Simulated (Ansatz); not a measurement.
`[NH2][Ge]([NH2])([F])[F]` and `[NH2][Ge]([F])([F])[F]` differ in one atom or group.

Ansatz, PBE0-D4/def2-TZVP geometries, multiplicity 1. Each molecule was computed in one conformer, which needn't be the lowest.

Scalar relativity is left out up to krypton.

```csv
property,`[NH2][Ge]([NH2])([F])[F]`
size of the dipole moment (ωB97M-V/def2-TZVPP) / D,2.32
HOMO energy (PBE/def2-TZVPP) / eV,-6.75
HOMO energy (B3LYP/def2-TZVPP) / eV,-8.05
HOMO–LUMO gap (PBE0/def2-TZVPP) / eV,8.27
HOMO–LUMO gap (B3LYP/def2-TZVPP) / eV,7.62
LUMO energy (ωB97M-V/def2-TZVPP) / eV,1.57
```

Q: Give the same properties after the change, and the shifts. (Best estimate.)

A: Computed: 
```csv
property,`[NH2][Ge]([F])([F])[F]`,shift
size of the dipole moment (ωB97M-V/def2-TZVPP) / D,3.31,0.99
HOMO energy (PBE/def2-TZVPP) / eV,-7.45,-0.70
HOMO energy (B3LYP/def2-TZVPP) / eV,-8.80,-0.75
HOMO–LUMO gap (PBE0/def2-TZVPP) / eV,8.35,0.08
HOMO–LUMO gap (B3LYP/def2-TZVPP) / eV,7.67,0.05
LUMO energy (ωB97M-V/def2-TZVPP) / eV,1.12,-0.45
```

With PBE0 the HOMO falls by 0.75 eV and the LUMO falls by 0.68 eV, so the gap widens by about 0.07 eV. PBE moves the HOMO by -0.70 eV and ωB97M-V by -0.76 eV. The zero-point energy changes by -62.9 kJ/mol with -6 modes. Dipoles are sizes alone; their direction can turn.

B3LYP here is the variant with VWN-RPA as its local correlation; programs differ in this.
